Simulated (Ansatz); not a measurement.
Ansatz (a quantum-chemistry and plane-wave program) input:

Ansatz 0.2 input:
```yaml
crystal:
  periodic: [false, false, false]
  atoms:
    - {symbol: Sn, position_ang: [0.00624545, 0.00001533, 0.04778301]}
    - {symbol: H, position_ang: [-0.14809190, -1.26562731, -1.19522083]}
    - {symbol: H, position_ang: [-0.16418077, 1.26486076, -1.19392983]}
basis:
  gaussian:
    orbitals: def2-TZVP
hamiltonian:
  xc: b3lyp
  dispersion: d3bj
phonons: {temperatures: {t_min: 298.15, t_max: 298.15, t_step: 100}}
```

Predict the final energy.

-215.54047 Eh (B3LYP-D3(BJ)/def2-TZVP). The basis has 62 functions.
